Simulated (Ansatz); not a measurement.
Cost and result for the atomization energy of ClH$_{4}$O$_{3}$Si$_{2}$, SMILES `O[SiH]O[SiH](O)Cl` radical (10 atoms, 9 bonds).

```json
{"atom": "O1", "x (Å)": "-0.833", "y (Å)": "0.738", "z (Å)": "-1.884"}
{"atom": "Si2", "x (Å)": "-0.136", "y (Å)": "1.790", "z (Å)": "-0.837"}
{"atom": "O3", "x (Å)": "0.494", "y (Å)": "0.964", "z (Å)": "0.453"}
{"atom": "Si4", "x (Å)": "0.388", "y (Å)": "-0.505", "z (Å)": "1.107"}
{"atom": "O5", "x (Å)": "-0.929", "y (Å)": "-1.216", "z (Å)": "0.432"}
{"atom": "Cl6", "x (Å)": "2.046", "y (Å)": "-1.627", "z (Å)": "0.682"}
{"atom": "H7", "x (Å)": "-1.281", "y (Å)": "-0.013", "z (Å)": "-1.478"}
{"atom": "H8", "x (Å)": "0.989", "y (Å)": "2.445", "z (Å)": "-1.568"}
{"atom": "H9", "x (Å)": "0.288", "y (Å)": "-0.410", "z (Å)": "2.572"}
{"atom": "H10", "x (Å)": "-1.025", "y (Å)": "-2.166", "z (Å)": "0.521"}
```

The species carries charge 0 and has multiplicity 2. The structure was optimised at the PBE0-D4/def2-TZVP level. It is one conformer, not always the lowest. Program: Ansatz. All runs use 2 threads of an AMD EPYC 7R13 on a shared host and a share of an NVIDIA H100 80 GB. Times are those of one run each, without the atoms' runs, and a repeat can differ threefold. Electronic energies, without spin–orbit coupling; frozen cores. CCSD(T)/CBS adds CCSD(T) − MP2 in def2-TZVPP to the MP2 limit, and its time is that of the two runs behind it. T1 = 0.013; ⟨S²⟩ of the reference is 0.75. B3LYP takes the VWN-RPA correlation (the form of Gaussian; ORCA's B3LYP/G).

CCSD(T)/CBS is a level of theory with its own doubt, some kJ/mol a heavy atom from the limit and from the frozen cores, so smaller differences don't rank the functionals.

```tsv
level	functions	wall time	atomization (kJ/mol)	difference from CCSD(T)/CBS	per bond
PBE0-D4/def2-TZVPP	275	2 s	3745.5	-69.7	-7.7
B3LYP-D4/def2-TZVPP (with forces)	275	2.6 s	3766.0	-49.2	-5.5
PBE-D4/def2-TZVPP (with forces)	275	2.7 s	3828.9	13.7	1.5
r2SCAN-D4/def2-TZVPP (with forces)	275	3 s	3816.7	1.5	0.2
B2PLYP/def2-TZVPP	275	3.1 s	3740.3	-74.9	-8.3
MP2/def2-QZVPP	501	3.4 s	3891.9	76.7	8.5
ωB97X-V/def2-TZVPP	275	3.5 s	3805.6	-9.6	-1.1
ωB97M-V/def2-TZVPP (with forces)	275	4.6 s	3804.4	-10.8	-1.2
CCSD(T)/def2-TZVPP	275	8.5 s	3682.7	-132.5	-14.7
CCSD(T)/CBS(def2)	–	12 s	3815.2	0.0	0.0
```

From PBE to PBE0 (25 % exact exchange), in def2-TZVPP and without D4, the atomization energy moves by −79.2 kJ/mol: exact exchange takes away binding that semilocal exchange gives to molecules. In def2-TZVPP, CCSD(T) changes the Hartree–Fock value by +966.4 kJ/mol (the triples alone add +62.9 kJ/mol) and MP2 by +1094.9 kJ/mol; breaking electron pairs costs correlation energy, which Hartree–Fock lacks. The D4 term adds +47.9 kJ/mol with B3LYP and +25.2 kJ/mol with PBE0; it sums over pairs of atoms, weighted by their polarisabilities, and B3LYP, whose exchange is more repulsive, gets the larger term.
